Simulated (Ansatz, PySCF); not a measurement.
System: SnH₃ (charge 0, doublet). SMILES: [SnH3]
Geometry: optimised at B3LYP-D3(BJ)/def2-TZVP (Ansatz, an electronic-structure program).

Quantity: atomisation energy (electronic, to ground-state atoms), in kcal/mol. Cores are frozen in the correlated levels unless marked. Open shells are spin-unrestricted. Spin-orbit coupling is left out. The frozen core is the preceding noble-gas configuration, with the filled d and f shells of earlier blocks. In def2 rows, elements after Kr have scalar-relativistic effective core potentials. The coupled-cluster limit lacks core correlation, which all-electron functionals hold. Basis-set limits of correlation are two-point, X^-3; Hartree-Fock from the larger set.

| level | program | atomisation energy (kcal/mol) | minus last row |
|---|---|---|---|
| revPBE-D3(BJ)/def2-TZVPD | Ansatz + dftd3 | 173.3 | -7.9 |
| TPSS-D3(BJ)/def2-TZVPD | PySCF + dftd3 | 188.2 | 7.0 |
| r2SCAN-D4/def2-TZVPD | Ansatz + dftd4 | 181.1 | -0.1 |
| B3LYP-D3(BJ)/def2-TZVPD | Ansatz + dftd3 | 181.4 | 0.2 |
| B3LYP/def2-TZVPD | Ansatz | 179.7 | -1.5 |
| PBE0-D3(BJ)/def2-TZVP | Ansatz + dftd3 | 176.2 | -5.0 |
| PBE0-D3(BJ)/def2-TZVPD | Ansatz + dftd3 | 176.3 | -4.9 |
| PBE0-D4/def2-TZVPD | Ansatz + dftd4 | 176.3 | -4.9 |
| r2SCAN0-D4/def2-TZVPD | Ansatz + dftd4 | 180.2 | -1.0 |
| wB97M-V/def2-TZVPD | Ansatz | 180.8 | -0.4 |
| MP2/def2-QZVPP | Ansatz | 171.7 | -9.5 |
| RI-MP2/def2-QZVPPD | Ansatz | 171.7 | -9.5 |
| SCS-MP2/def2-TZVPPD | Ansatz | 175.1 | -6.1 |
| CCSD(T)/def2-SVP | Ansatz | 166.0 | -15.2 |
| CCSD(T)/CBS(def2-TZVPPD,def2-QZVPPD) | Ansatz | 181.2 | 0.0 |
